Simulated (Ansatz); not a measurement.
C4H10Si, SMILES `CC[Si]CC`. Total charge 0; spin multiplicity 1. The geometry is a stationary point of PBE0-D4/def2-TZVP. It is one conformer, not always the lowest.

```xyz
15

C     1.588   -0.002   -1.104
C     0.184    0.530   -1.431
Si   -1.011   -0.915   -1.103
C    -1.093   -0.897    0.801
C    -0.867    0.373    1.609
H     1.799   -0.946   -1.619
H     2.364    0.704   -1.410
H     1.713   -0.182   -0.033
H     0.140    0.820   -2.485
H    -0.029    1.422   -0.833
H    -2.032   -1.385    1.089
H    -0.327   -1.655    1.054
H    -1.614    1.135    1.370
H    -0.929    0.187    2.685
H     0.113    0.812    1.411
```

Question: What is the dipole moment at r2SCAN/def2-TZVPP? (An estimate is asked.)

Answer: Computed: 1.60 D, with components (0.73, 1.00, 1.02) D in this frame, pointing from negative to positive charge.

Question: And with PBE, B3LYP, ωB97M-V? (Estimate.)

Answer: Computed: PBE 1.53 D, B3LYP 1.40 D, ωB97M-V 1.33 D.

Question: Give the Mulliken charges with r2SCAN, ωB97M-V, PBE in def2-TZVPP. (Best estimate.)

Answer: The calculation gave: 
```
atom  r2SCAN  ωB97M-V    PBE
  C1   -0.17    -0.35  -0.29
  C2   -0.16    -0.32  -0.18
 Si3    0.15     0.19   0.10
  C4   -0.17    -0.32  -0.21
  C5   -0.13    -0.31  -0.25
  H6    0.06     0.12   0.09
  H7    0.05     0.12   0.09
  H8    0.06     0.11   0.09
  H9    0.04     0.11   0.08
 H10    0.04     0.11   0.06
 H11    0.06     0.12   0.09
 H12    0.05     0.11   0.08
 H13    0.04     0.11   0.08
 H14    0.04     0.11   0.08
 H15    0.04     0.09   0.07
```

B3LYP here is the variant with VWN-RPA as its local correlation; programs differ in this.
